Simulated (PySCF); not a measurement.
Isomers of C4H6F2O2Si. Method used: TDDFT CAM-B3LYP/def2-SVPD, vertical, gas phase, core orbitals frozen in the response in PySCF. Geometries: GFN2-xTB; one conformer of each isolated species. Triplets are in the Tamm–Dancoff approximation. 'Strongest' means the level of largest summed f among the lowest 8 singlets; it needn't be the same kind of state in each.

**Question.** Rank by computed HOMO energy, highest first.
A. `O=C[C@@]1(F)CO[SiH2][C@@H]1F`
B. `O=C1CO[C@@H]([SiH2]F)[C@H]1F`
C. `O=C/C(=C/O[SiH3])C(F)F`
D. `COC1=C[C@@H](F)[Si@H](F)O1`

**Answer.** D (-8.02 eV), C (-9.10 eV), B (-9.30 eV), A (-9.56 eV).

```csv
SMILES,HOMO (eV),f (strongest),T1 (eV),α (au),LUMO (eV),S1 mainly
COC1=C[C@@H](F)[Si@H](F)O1,-8.02,0.15,4.24,76.6,0.81,H→L (85%)
O=C/C(=C/O[SiH3])C(F)F,-9.10,0.40,3.37,84.9,-0.85,H→L (91%)
O=C1CO[C@@H]([SiH2]F)[C@H]1F,-9.30,0.04,3.39,75.2,-0.69,H→L (89%)
O=C[C@@]1(F)CO[SiH2][C@@H]1F,-9.56,0.05,3.63,73.7,-0.54,H→L (79%)
```

H and L stand for HOMO and LUMO.
